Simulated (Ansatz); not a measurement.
Ti2S2. Charge 0, multiplicity 1. Geometry PBE-D4/def2-SVP.

```xyz
4

Ti    0.245    0.816    0.807
Ti   -0.156   -1.159   -0.103
S    -1.829    0.382   -0.024
S     1.740   -0.040   -0.680
```

The restricted singlet is unstable towards broken spin symmetry in Hartree–Fock (as tested in another run); at HF/STO-3G this wasn't settled. The restricted singlet is unstable towards broken spin symmetry at other levels; at revPBE-D4/def2-TZVP, r2SCAN-D4/def2-TZVPD, r2SCANh-D4/def2-TZVP this wasn't settled. The geometry of the singlet was relaxed on an unsound state (restricted singlet, unstable towards broken spin symmetry at other levels and untested here). The order of the spin states hangs on the level: the quintet lies 0.14 eV below the singlet at PBE0-D4/def2-TZVP, but 0.61 eV above it at PBE-D4/def2-TZVP. The singlet is doubtful at PBE0-D4/def2-TZVP (restricted singlet, unstable towards broken spin symmetry). The structure comes from a short search, and lower isomers may exist.

Estimate the orbital energies around the gap (eV) in Ansatz with HF/STO-3G, PBE-D4/def2-TZVP, revPBE-D4/def2-TZVP, r2SCAN-D4/def2-TZVPD, r2SCANh-D4/def2-TZVP.


```tsv
orbital	HF/STO-3G	PBE-D4/def2-TZVP	revPBE-D4/def2-TZVP	r2SCAN-D4/def2-TZVPD	r2SCANh-D4/def2-TZVP
HOMO−5	-8.60	-7.05	-6.96	-7.30	-7.68
HOMO−4	-7.99	-6.80	-6.71	-7.00	-7.33
HOMO−3	-7.68	-6.43	-6.35	-6.67	-7.02
HOMO−2	-6.20	-6.23	-6.14	-6.41	-6.69
HOMO−1	-5.23	-4.20	-4.13	-4.41	-4.82
HOMO	-2.70	-4.02	-3.94	-4.15	-4.48
LUMO	4.48	-3.06	-2.93	-2.91	-2.44
LUMO+1	5.34	-2.92	-2.81	-2.73	-2.26
LUMO+2	6.59	-2.69	-2.58	-2.55	-2.21
LUMO+3	6.62	-2.48	-2.36	-2.32	-1.88
LUMO+4	7.31	-2.01	-1.92	-1.90	-1.65
LUMO+5	7.57	-1.76	-1.63	-1.61	-1.17
```
